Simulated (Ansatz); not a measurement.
A set of 12 reactions (hydrogenolysis), with CCSD(T)/CBS values in kJ/mol:

```csv
reaction,ΔE
`B[SiH2]C#N` + H₂ → `N#C[SiH3]` + BH₃,-32.7
`N[SiH]([SeH])Br` + H₂ → `[SeH][SiH2]Br` + NH₃,45.4
`FBC[CH2][AlH2]` + H₂ → `C[CH2][AlH2]` + `BF`,-10.7
`[CH3][Zn][NH2]` + H₂ → `[NH2][ZnH]` + CH₄,-37.1
`[SiH3]O[SiH2]BS` + H₂ → `[SiH3]O[SiH3]` + `BS`,-25.3
`O/C([SiH3])=C/[SiH3]` + H₂ → `O/C=C/[SiH3]` + SiH₄,-36.4
`BB(Cl)OC` + H₂ → `COBCl` + BH₃,-35.4
`C[O][Sb]([SiH3])[O]C` + H₂ → `C[O][SbH][SiH3]` + CH₃OH,10.7
`CN1B[SiH]1C` + H₂ → `CN1B[SiH2]1` + CH₄,-24.5
`ClC1=CCOC1` + H₂ → `C1=CCOC1` + HCl,-77.0
`[CH3][In]([Cl])[SeH]` + H₂ → H₂Se + `[CH3][InH][Cl]`,101.9
`CB/C(F)=C\O` + H₂ → `BC` + `O/C=C\F`,9.9
```

Gas-phase electronic energies from Ansatz, PBE0-D4/def2-TZVP geometries. CBS: MP2 limit from def2 TZ/QZ plus the TZ coupled-cluster correction, frozen cores. This one scheme is used for every species. Double bonds are as drawn, so ΔE can hold a change between cis and trans. Functionals use def2-TZVPP. B3LYP here is the variant with VWN-RPA as its local correlation; programs differ in this. def2 core potentials past Kr. For Br, In, Sb, Se, Zn outer-core shells are correlated without core-valence functions, which leaves a few kJ/mol of doubt a bond. Scalar relativity is left out up to krypton. Each species was taken in one conformer, which may not be the lowest.

**Question.** Give the mean, mean absolute and largest difference (level minus CCSD(T)/CBS, kJ/mol) for: PBE0-D4, B3LYP-D4, ωB97M-V, B2PLYP, PBE, r2SCAN, PBE0, SCS-MP2/def2-TZVPP, CCSD/def2-TZVPP, CCSD(T)/def2-TZVPP, HF/def2-QZVPP, MP2/def2-QZVPP, HF/CBS(def2), MP2/CBS(def2). (Best estimate.)

**Answer.** Computed: 
```csv
level,mean,mean absolute,largest
PBE0-D4,0.4,5.4,-12.2
B3LYP-D4,-0.7,3.1,-8.2
ωB97M-V,-2.4,3.4,-10.5
B2PLYP,-5.9,5.9,-9.8
PBE,0.8,7.2,10.9
r2SCAN,2.6,5.1,11.3
PBE0,-4.8,6.2,-19.6
SCS-MP2/def2-TZVPP,-4.5,4.9,-10.5
CCSD/def2-TZVPP,-8.9,8.9,-15.4
CCSD(T)/def2-TZVPP,-3.4,3.4,-7.8
HF/def2-QZVPP,-28.4,28.4,-40.7
MP2/def2-QZVPP,4.0,5.0,9.3
HF/CBS(def2),-28.3,28.3,-40.9
MP2/CBS(def2),5.5,5.8,12.9
```

The largest T1 diagnostic in the set is 0.016, for `[NH2][ZnH]` (customary mark 0.02).

CCSD(T)/CBS is a level of theory with its own doubt, and the functionals carry their triple-zeta basis error, so these figures describe this set and don't rank the functionals.
